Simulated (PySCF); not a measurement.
From one molecule to another.

First species: C9H9N.
Cartesian coordinates in Å at the GFN2-xTB level; atoms count from 1:
```xyz
19
C9H9N angstrom
C      2.1953   -0.8770    0.2730
C      0.8057   -0.4419   -0.0935
C     -0.1596   -1.3233   -0.3832
C     -1.5085   -0.8998   -0.8758
C     -2.1520   -0.2868    0.3261
C     -1.7384    0.8946    0.8048
C     -0.5829    1.5935    0.3332
C      0.5647    0.9937   -0.0917
C      1.6649    1.8304   -0.3925
N      2.5469    2.5164   -0.6538
H      2.9120   -0.4897   -0.4508
H      2.4741   -0.4875    1.2518
H      2.2662   -1.9613    0.2920
H      0.0241   -2.3818   -0.2660
H     -1.4033   -0.1534   -1.6687
H     -2.0790   -1.7466   -1.2509
H     -2.9687   -0.8147    0.7968
H     -2.2891    1.3728    1.6043
H     -0.5821    2.6718    0.4372
```

Second species: C₉H₉N.
SMILES: `c1cnccc1C(=C)C=C`

Levels: PBE0/pcSseg-1 for dipole moment, HOMO energy, LUMO energy and HOMO–LUMO gap; GFN2-xTB for rotational constant A and rotational constant C. Geometries: GFN2-xTB. All species are isolated and taken at one optimised geometry, non-relativistic unless stated; the electronic structure was computed with PySCF and density fitting.

The conformers computed, where there is a choice (atom-mapped SMILES and torsion angles):
- `[CH2:1]=[CH:2][C:3](=[CH2:4])[c:5]1[cH:6][cH:7][n:8][cH:9][cH:10]1`: C1–C2–C3–C4 180°, C2–C3–C5–C6 -90°

Values for the first species:

```
Dipole moment         : 4.72 D
HOMO energy           : -7.10 eV
LUMO energy           : -1.87 eV
HOMO–LUMO gap         : 5.23 eV
Rotational constant A : 2.293 GHz
Rotational constant C : 0.861 GHz
```

**Question.** Estimate the same properties for the second species, and the change in each.

**Answer.** 
```json
{"property": "dipole moment", "first": "4.72 D", "second": "2.37 D", "second less first": "-2.35 D"}
{"property": "HOMO energy", "first": "-7.10 eV", "second": "-7.04 eV", "second less first": "+0.06 eV"}
{"property": "LUMO energy", "first": "-1.87 eV", "second": "-1.06 eV", "second less first": "+0.81 eV"}
{"property": "HOMO–LUMO gap", "first": "5.23 eV", "second": "5.98 eV", "second less first": "+0.75 eV"}
{"property": "rotational constant A", "first": "2.293 GHz", "second": "2.568 GHz", "second less first": "+0.275 GHz"}
{"property": "rotational constant C", "first": "0.861 GHz", "second": "0.902 GHz", "second less first": "+0.041 GHz"}
```

On the first: A dipole of 4.72 D is allowed in C1, and pure rotational transitions are dipole-allowed. The dipole equals about 15.7 × 10⁻³⁰ C·m (1 D = 3.33564 × 10⁻³⁰ C·m).

On the second: The dipole matches unit charges of opposite sign 0.49 Å apart (1 e·Å = 4.8032 D).
